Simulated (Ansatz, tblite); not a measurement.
Cost and result up the ladder for Ge₂O₂⁺ (4 atoms). Total charge 1; doublet. Geometry: PBE-D4/def2-SVP.

Cartesian coordinates in Å:
```
Ge 0.3883 -1.1344 -0.9847
Ge -0.3888 1.1337 0.9855
O 1.0368 0.0526 0.3484
O -1.0364 -0.0519 -0.3492
```

Ansatz on 4 threads of Arm Neoverse V2 on a shared host; xTB runs through tblite on one thread. Times are rough, summed over both states, and most runs start from the orbitals of an earlier one. B2PLYP/def2-TZVP serves as the yardstick here, not as an exact answer. Differences are given only for rows in sets of like size (and for xTB, whose basis is part of the method), since another set adds its own error. The other state is a quartet at its own geometry.

The xTB rows come from tblite. LC-ωPBE has ω = 0.4 bohr⁻¹. Correlated methods freeze 20 core orbitals; core or outer-core shells of Ge are correlated, in sets that lack core-valence functions. The rows differ in basis, and correlated rows in double-zeta sets carry the largest basis error. In CCSD on the charge 1 quartet the largest single amplitude is 0.18, so its Hartree–Fock determinant may place the open shell otherwise than the density functionals do. The structure comes from a short search, and lower isomers may exist.

Correlated methods converge slowly with the basis, most of all in double-zeta sets (MP2 moves by 0.14 eV from def2-SVP to def2-TZVP here).

xTB has no spin-polarisation term.

```tsv
level	functions	wall time	quartet − doublet (eV)	difference from B2PLYP/def2-TZVP (eV)	remarks
GFN2-xTB	26	0.005 s	4.89	1.24	–
GFN1-xTB	26	0.006 s	3.34	-0.31	–
HF/STO-3G	46	1.1 s	2.01	–	spin-contaminated (⟨S²⟩ 0.85) (doublet)
PBE-D4/def2-TZVP	158	4.2 s	3.13	-0.53	–
BLYP-D4/def2-TZVP	158	4.2 s	3.22	-0.43	–
RPA@PBE/def2-TZVP	158	6.9 s	3.26	-0.39	–
PBE0-D4/def2-TZVP (with forces)	158	7.3 s	3.39	-0.26	–
MP2/def2-TZVP	158	7.9 s	3.75	0.09	–
B2PLYP/def2-TZVP	158	9.4 s	3.65	0.00	–
LC-ωPBE/def2-TZVP	158	9.8 s	3.51	-0.15	–
HF/def2-TZVP	158	10 s	2.75	-0.91	–
r2SCAN-D4/def2-TZVP	158	17 s	3.14	-0.52	–
CCSD(T)/def2-SVP	92	24 s	3.45	–	–
ωB97M-V/def2-TZVP	158	40 s	3.73	0.07	–
```
